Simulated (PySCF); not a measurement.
```xyz
5
charge 0 multiplicity 3, angstrom
Zr    0.0000    0.0000   -0.1745
O    -1.8690    0.0000    0.3540
O     1.8690    0.0000    0.3540
H    -2.6768    0.0000    0.8861
H     2.6768    0.0000    0.8861
```

These are results of UPBE/[Zr def2-SVP with ECP28, O def2-SVP, H def2-SVP], scalar-relativistic core potentials, density fitting, no spin–orbit coupling, PySCF, not measurements.

This geometry of Zr(OH)2 is a stationary point at this level.

(1) What is the point group?

(2) Is it a minimum?

(3) List the harmonic modes with their infrared intensities.

(4) What are the dipole moment and the gap between the highest occupied and lowest empty levels of either spin?

(5) Give the ideal-gas entropy at 298.15 K and 1 bar by parts.

## Answers

(1) C2v.

(2) Yes: all harmonic wavenumbers are real.

(3) 
| symmetry | ω (cm⁻¹) | IR (km/mol) |
| --- | --- | --- |
| a1 | 98 | 4.5 |
| b1 | 383 | 154 |
| a1 | 413 | 104 |
| a2 | 444 | 0.0 |
| b2 | 450 | 95.8 |
| a1 | 680 | 18.7 |
| b2 | 693 | 167 |
| b2 | 3851 | 308 |
| a1 | 3853 | 95.2 |

(4) 1.48 D and 0.64 eV.

(5) translation 169.0, rotation 92.0, vibration 32.2, spin 9.1; total 302.3 J/(mol K).

Only a few start shapes were tried, so a lower isomer may exist. Other spin states or occupations of the open shell can lie lower. At this level a broken-symmetry Ms = 0 minimum of C2v symmetry lies 6 kJ/mol below this structure.
